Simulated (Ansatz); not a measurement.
Calculated with Ansatz (gas phase, PBE0-D4/def2-TZVP geometries, no zero-point term in ΔE). CBS: MP2 limit from def2 TZ/QZ plus the TZ coupled-cluster correction, frozen cores. This one scheme is used for every species. DFT in def2-TZVPP. Elements past krypton have def2 core potentials. For In outer-core shells are correlated without core-valence functions, which leaves a few kJ/mol of doubt a bond. One conformer a species, not always the lowest.

Reaction (cleavage of the Si–In bond): `[CH3][In]([SH])[SiH2]O` + `F[Si](S)(Cl)Cl` → `O[SiH2]S[Si](F)(Cl)Cl` + `[CH3][InH][SH]`

```json
{"level": "PBE", "ΔE (kcal/mol)": "-10.7"}
{"level": "PBE0", "ΔE (kcal/mol)": "-12.0"}
{"level": "SCS-MP2/def2-TZVPP", "ΔE (kcal/mol)": "-13.7"}
{"level": "CCSD(T)/def2-TZVPP", "ΔE (kcal/mol)": "-13.2"}
{"level": "MP2/def2-QZVPP", "ΔE (kcal/mol)": "-14.3"}
{"level": "HF/CBS(def2)", "ΔE (kcal/mol)": "-14.1"}
{"level": "MP2/CBS(def2)", "ΔE (kcal/mol)": "-14.3"}
{"level": "CCSD/CBS(def2)", "ΔE (kcal/mol)": "-13.0"}
```

Task: What does CCSD(T)/CBS give? (Estimate.)

Result: Ansatz gave: -13.3 kcal/mol. The listed levels differ from it by 2.6, 1.3, -0.4, 0.1, -1.0, -0.8, -1.0, 0.3 kcal/mol.

Largest T1 diagnostic among the species: 0.013.

The D4 term adds −2.0 kcal/mol with B3LYP and −1.0 kcal/mol with PBE0; it sums over pairs of atoms, weighted by their polarisabilities, and B3LYP, whose exchange is more repulsive, gets the larger term. From PBE to PBE0 (25 % exact exchange), in def2-TZVPP and without D4, ΔE moves by −1.3 kcal/mol.

B3LYP here is the variant with VWN-RPA as its local correlation; programs differ in this.
